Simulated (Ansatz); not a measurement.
```yaml
crystal:
  periodic: [false, false, false]
  atoms:
    - {symbol: N, position_ang: [-0.894687, 0.083620, -1.304704]}
    - {symbol: Ti, position_ang: [0.121827, 0.017160, 0.277104]}
    - {symbol: O, position_ang: [0.746208, -1.665193, 0.433936]}
    - {symbol: O, position_ang: [-0.939300, 0.527352, 1.645659]}
    - {symbol: O, position_ang: [1.517899, 1.163106, 0.180669]}
    - {symbol: H, position_ang: [-1.713346, 0.659794, -1.436755]}
    - {symbol: H, position_ang: [-0.782357, -0.555809, -2.078263]}
    - {symbol: H, position_ang: [1.642532, -1.978681, 0.559603]}
    - {symbol: H, position_ang: [-1.415858, 0.003645, 2.290324]}
    - {symbol: H, position_ang: [1.800381, 1.693808, -0.564473]}
basis:
  gaussian: {orbitals: "6-31G*"}
magnetization: {spin_polarized: true, initial_magnetization: 2}
hamiltonian: {xc: {name: HF}}
correlation: {active_space: {window: {electrons: 3, orbitals: 2}}}
accuracy: high
```

```sh
$ ansatz run in.yaml --threads 4 --pin off --events-out ev --progress --plain --max-ram 10444MiB
```

(1) How does Ansatz answer? (Estimate.)

Answers

(1) The calculation gave: The input was rejected before any iteration.
```
Error: invalid value for `correlation.active_space`: it starts from restricted Hartree–Fock orbitals; set hamiltonian.xc: hf without magnetization.spin_polarized
```
